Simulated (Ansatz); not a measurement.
Consider the silylene formation by 1,1-elimination: `[OH][GeH2][SiH](O)O` → `[OH][GeH2][OH]` + `O[SiH]`.

Program: Ansatz. Geometries: PBE0-D4/def2-TZVP. ΔE: electronic, gas phase. CBS: MP2 limit from def2 TZ/QZ plus the TZ coupled-cluster correction, frozen cores. This one scheme is used for every species. Functionals use def2-TZVPP. For Ge outer-core shells are correlated without core-valence functions, which leaves a few kJ/mol of doubt a bond. Scalar relativity is left out up to krypton. One conformer a species, not always the lowest.

```csv
level,ΔE (eV),difference from CCSD(T)/CBS
PBE-D4,2.76,0.02
r2SCAN-D4,2.93,0.19
PBE0-D4,2.89,0.15
B2PLYP,2.64,-0.10
PBE0,2.79,0.05
HF/def2-TZVPP,2.54,-0.20
MP2/def2-TZVPP,2.78,0.04
SCS-MP2/def2-TZVPP,2.65,-0.09
CCSD/def2-TZVPP,2.63,-0.11
HF/def2-QZVPP,2.52,-0.22
CCSD(T)/CBS,2.74,0
```

Largest T1 diagnostic among the species: 0.016.

From PBE to PBE0 (25 % exact exchange), in def2-TZVPP and without D4, ΔE moves by +0.14 eV. The D4 term adds +0.17 eV with B3LYP and +0.09 eV with PBE0; it sums over pairs of atoms, weighted by their polarisabilities, and B3LYP, whose exchange is more repulsive, gets the larger term. In def2-TZVPP, CCSD(T) changes the Hartree–Fock value by +0.11 eV (the triples alone add +0.02 eV) and MP2 by +0.25 eV.

B3LYP here is the variant with VWN-RPA as its local correlation; programs differ in this.
